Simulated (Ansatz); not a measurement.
Li7Sn2. The state is a doublet with charge 0. Geometry B3LYP-D4/def2-SVP.

```csv
atom,x (Å),y (Å),z (Å)
Li1,0.591,-2.453,-2.056
Li2,2.333,0.158,-1.815
Li3,1.116,-1.004,0.752
Li4,0.932,0.778,3.217
Li5,-1.992,-1.549,0.130
Li6,0.741,1.926,0.266
Li7,-2.259,1.659,-0.551
Sn8,-0.325,-0.028,-1.558
Sn9,-1.138,0.514,1.614
```

In the def2 sets Sn takes a core potential; there is no spin–orbit coupling. Another isomer (doublet) lies 0.05 eV lower at PBE0-D4/def2-TZVP; other spin states weren't run for this one.

Q: Estimate the α-spin orbital energies around the gap (eV) in Ansatz with PBE-D4/def2-TZVP, r2SCAN-D4/def2-TZVP, PBE0-D4/def2-TZVP, ωB97M-V/def2-TZVP.

A: 
```csv
orbital,PBE-D4/def2-TZVP,r2SCAN-D4/def2-TZVP,PBE0-D4/def2-TZVP,ωB97M-V/def2-TZVP
HOMO−5,-4.66,-4.78,-5.44,-7.18
HOMO−4,-4.33,-4.41,-5.02,-6.66
HOMO−3,-3.95,-4.00,-4.49,-5.90
HOMO−2,-3.42,-3.41,-3.95,-5.40
HOMO−1,-3.02,-3.03,-3.55,-4.98
HOMO,-2.76,-2.81,-3.14,-3.93
LUMO,-2.13,-2.05,-1.66,-0.47
LUMO+1,-1.90,-1.73,-1.37,-0.13
LUMO+2,-1.77,-1.62,-1.27,0.00
LUMO+3,-1.51,-1.33,-0.97,0.33
LUMO+4,-1.27,-0.97,-0.73,0.45
LUMO+5,-1.13,-0.82,-0.56,0.61
β HOMO,-2.99,-3.02,-3.54,-4.95
β LUMO,-2.30,-1.97,-1.78,-0.87
```
